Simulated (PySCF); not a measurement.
Bi(Br)(SiH3)2 (BiBrH6Si2), SMILES [SiH3][Bi]([SiH3])[Br]. Geometry: PBE-D3(BJ)/def2-SVP. The def2 effective core potentials stand for the cores of Bi; spin–orbit coupling is left out.

Question: Give the equilibrium geometry at PBE-D3(BJ)/def2-SVP (PySCF confirms it by a frequency run) as bond lengths and angles, and its point group. (Estimate from the structure and the level; the computed values follow.)

Answer: point group Cs.
Atoms: Bi1 Br2 Si3 H4 H5 H6 Si7 H8 H9 H10. Bonds (Å): Bi1–Br2 2.673, Bi1–Si3 2.700, Bi1–Si7 2.700, Si3–H4 1.502, Si3–H5 1.509, Si3–H6 1.504, Si7–H8 1.502, Si7–H9 1.504, Si7–H10 1.509. Bond angles (°): Br2–Bi1–Si3 89.9, Br2–Bi1–Si7 89.9, Si3–Bi1–Si7 88.2, Bi1–Si3–H4 110.0, Bi1–Si3–H5 109.8, Bi1–Si3–H6 108.8, H4–Si3–H5 109.5, H4–Si3–H6 109.9, H5–Si3–H6 108.8, Bi1–Si7–H8 110.0, Bi1–Si7–H9 108.8, Bi1–Si7–H10 109.8, H8–Si7–H9 109.9, H8–Si7–H10 109.5, H9–Si7–H10 108.8.
